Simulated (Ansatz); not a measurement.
```csv
atom,x (Å),y (Å),z (Å)
Ti,0.0000,0.0000,0.0000
Cl,0.0000,0.0000,2.2600
```

Basis set: cc-pVTZ (spherical functions). Frozen core: 10 orbitals. Charge 0, multiplicity 4.

Computed with Ansatz (development build ahead of 0.2.0); the reference of a correlated method needn't be the lowest determinant of its kind.

The atomization energy at this shape (free ground-state atoms in the same class of orbitals less the molecule, no zero-point energy) of quartet TiCl:

```tsv
method	atomization energy
UHF-CCSD	4.10 eV
```

What does UHF-CCSD(T) give?

4.16 eV. Caution: other spin multiplicities were not run; the reference determinant was not shown to be the lowest.
